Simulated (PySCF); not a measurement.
CH₇FN₂Si, SMILES N[Si@H](F)NC.

Geometry: r2SCAN-D4/def2-SVP. The structure was generated by enumeration; whether it is a known compound was not checked. The values are those of a single conformer.

Two levels are set side by side: PBE/def2-TZVP (PySCF) and CAM-B3LYP/def2-TZVP (PySCF). Same geometry, gas phase. Differences are taken from unrounded values.

```
quantity                     CAM-B3LYP
---------------------------  ---------
orbital gap (eV)                 10.34
highest occupied level (eV)      -8.55
lowest empty level (eV)           1.79
dipole moment (D)                 2.27
mean polarisability (bohr³)       51.0
```

**Question.** What does PBE give, and how far is it from CAM-B3LYP? (Estimate from the structure and the level; the computed values follow.)

**Answer.** 
```csv
quantity,PBE,PBE minus CAM-B3LYP
orbital gap (eV),5.90,-4.44
highest occupied level (eV),-5.72,2.83
lowest empty level (eV),0.18,-1.61
dipole moment (D),2.22,-0.05
mean polarisability (bohr³),54.1,3.2
```

PBE's occupied levels lie high since its potential decays too fast outside the molecule; exact exchange lowers them and widens the gap. PBE's more diffuse valence density responds more strongly to a field. Differences between two approximate levels are no errors against the true value.

Rough cost on one machine, each run with all the roots and properties that it gave: CAM-B3LYP against PBE within a factor of 2.
